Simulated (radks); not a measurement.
Q: Excited configurations of Cl: one electron is placed in a higher orbital outside [Ne] 3s2 3p4. The ground configuration is [Ne] 3s2 3p5. All-electron calculation, Dirac Kohn-Sham, PBE, spin-unpolarised, spherical densities, finite nucleus; open shells fill j = l - 1/2 first; Fermi nuclear charge, rms radius 3.3654 fm. Program: a radial shooting solver on a logarithmic mesh with Libxc functionals. Excitation = E - E(ground); binding = E(ion) - E, where the ion is the core of charge +1; n* = 1/sqrt(2 binding) in atomic units, and the quantum defect is n - n*.

| outer orbital | excitation (eV) | binding (eV) | n* | quantum defect | eigenvalue (eV) | <r> (bohr) |
|---|---|---|---|---|---|---|
| 3d3/2 | 11.877 | 1.944 | 2.645 | 0.355 | -0.609 | 7.734 |
| 4s1/2 | 9.889 | 3.932 | 1.860 | 2.140 | -2.140 | 5.489 |
| 4d3/2 | 12.517 | 1.305 | 3.229 | 0.771 | -0.670 | 13.69 |
| 5s1/2 | 12.005 | 1.817 | 2.737 | 2.263 | -1.092 | 11.93 |
| 5p1/2 | 12.435 | 1.387 | 3.133 | 1.867 | -0.813 | 14.86 |
| 5d3/2 | 12.992 | 0.829 | 4.051 | 0.949 | -0.495 | 23.81 |
| 7s1/2 | 13.144 | 0.677 | 4.482 | 2.518 | -0.447 | 32.99 |
| 7p1/2 | 13.243 | 0.579 | 4.848 | 2.152 | -0.381 | 38.08 |

Estimate the row for 4f5/2.

A: excitation (eV) 12.914; binding (eV) 0.908; n* 3.871; quantum defect 0.129; eigenvalue (eV) -0.436; <r> (bohr) 17.47. The Delta-SCF ionisation energy is 13.822 eV (NIST Atomic Spectra Database: 12.968 eV, measured). Self-interaction in the functional shifts the binding energies and quantum defects, so they are the method's values and not measured ones. Spin polarisation and multiplet splitting are left out, so open shells lie too high by an amount that depends on their filling.

Beside tabulated values, note that spin-unpolarised runs miss the spin-polarisation part of the exchange energy of open shells.
